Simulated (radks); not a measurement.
The numbers below are computed, except where a source is named.
The bromine ion Br7+ is in [Ar] 3d10. Level of theory: scalar-relativistic Kohn-Sham, r2SCAN, spin-polarised, spherical densities, finite nucleus; meta-GGA in the generalised Kohn-Sham scheme; Fermi nuclear charge, rms radius of each element as measured or else 0.836 A^(1/3) + 0.57 fm (a radial shooting solver on a logarithmic mesh with Libxc functionals). Open shells are filled with parallel spins first. One electron is removed from 3d, 3s, 2p, 3p in turn, with full relaxation. Which removal costs least, and what does each cost?

Answer. 3d 193.55 eV; 3p 303.89 eV; 3s 370.75 eV; 2p 1694.2 eV. The 3d electron leaves first.
